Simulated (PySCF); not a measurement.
**Al⁺ (aluminium, charge +1) across methods**

[Ne] 3s2, closed-shell 1S. All numbers are calculated (PySCF 2.14, no relativity, point nucleus, in aug-cc-pV(D+d)Z (5s4p3d, 32 functions)).

```tsv
method	E (hartree)	mean ε 2s (eV)	mean ε 2p (eV)	mean ε 3s (eV)	Σ⟨r²⟩ (bohr²)	⟨S²⟩
UHF	-241.66853	-142.07	-95.968	-17.755	17.36	0.000
LDA	-241.0820	-115.47	-78.237	-14.924	16.90	0.000
PBE0	-242.0225	-123.01	-82.961	-15.765	16.98	0.000
LC-wPBE	-242.0368	-122.42	-84.140	-18.330	16.97	0.000
PBE	-241.9997	-116.24	-78.256	-14.825	16.96	0.000
r2SCANh	-242.1004	-122.12	-81.750	-15.309	17.06	0.000
r2SCAN	-242.1009	-119.85	-80.077	-14.954	17.06	0.000
B97-3	-242.1163	-123.61	-83.351	-15.797	16.89	0.000
```

(1) Estimate the same row for wB97X-V.

## Answers

(1) E (hartree) = -242.0963; mean ε 2s (eV) = -124.65; mean ε 2p (eV) = -85.015; mean ε 3s (eV) = -17.982; Σ⟨r²⟩ (bohr²) = 17.05; ⟨S²⟩ = 0.000.
